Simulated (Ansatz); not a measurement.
Reaction (silylene formation by 1,1-elimination): `C[SiH](N)I` → `CI` + `N[SiH]`

Calculated with Ansatz (gas phase, PBE0-D4/def2-TZVP geometries, no zero-point term in ΔE). CCSD(T)/CBS adds triple-zeta CCSD(T) − MP2 to the extrapolated MP2 energy (def2 sets, frozen cores). This one scheme is used for every species. def2 core potentials past Kr. For I outer-core shells are correlated without core-valence functions, which leaves a few kJ/mol of doubt a bond. One conformer a species, not always the lowest.

```json
{"species": "`C[SiH](N)I`", "CCSD(T)/CBS(def2) energy (Eh)": "-682.97750"}
{"species": "`CI`", "CCSD(T)/CBS(def2) energy (Eh)": "-337.29646"}
{"species": "`N[SiH]`", "CCSD(T)/CBS(def2) energy (Eh)": "-345.56329"}
```

Task: Work out ΔE.

Result: ΔE = (-337.29646) + (-345.56329) − (-682.97750) = 0.11775 Eh = +309.2 kJ/mol.

Largest T1 diagnostic among the species: 0.015.

At CCSD(T), def2-SVP lies −26.1 kJ/mol from the extrapolated value and def2-TZVPP −11.0 kJ/mol. From r2SCAN to r2SCAN0 (25 % exact exchange), in def2-TZVPP and without D4, ΔE moves by +8.2 kJ/mol. Leaving LDA and LC-ωPBE aside and taking each functional with its dispersion term where it has one, the values, not all of them listed here, spread over 55.6 kJ/mol, from BLYP-D4 to r2SCAN0-D4. LDA lies +37.1 kJ/mol from PBE without D4.
